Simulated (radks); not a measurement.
Task: Hg72+, configuration [He] 2s2 2p4. All-electron calculation, Dirac Kohn-Sham, PBE, spin-unpolarised, spherical densities, point nucleus; open shells fill j = l - 1/2 first. Program: a radial shooting solver on a logarithmic mesh with Libxc functionals. Some entries of the table are withheld. Estimate them.

| orbital | occ. | eigenvalue (hartree) | r(max) (bohr) |
|---|---|---|---|
| 1s1/2 | 2 | (1) | (2) |
| 2s1/2 | 2 | -794.9177 | 0.05853 |
| 2p1/2 | 2 | (3) | 0.04285 |
| 2p3/2 | 2 | (4) | 0.05006 |
| 3s1/2 | 0 | (5) | 0.1548 |
| 3p1/2 | 0 | -328.6350 | 0.1426 |
| 3p3/2 | 0 | -307.0891 | 0.1549 |

Result: 
(1) 1s1/2 eigenvalue (hartree): -3332.582
(2) 1s1/2 r(max) (bohr): 0.01021
(3) 2p1/2 eigenvalue (hartree): -779.4187
(4) 2p3/2 eigenvalue (hartree): -703.4502
(5) 3s1/2 eigenvalue (hartree): -333.7924
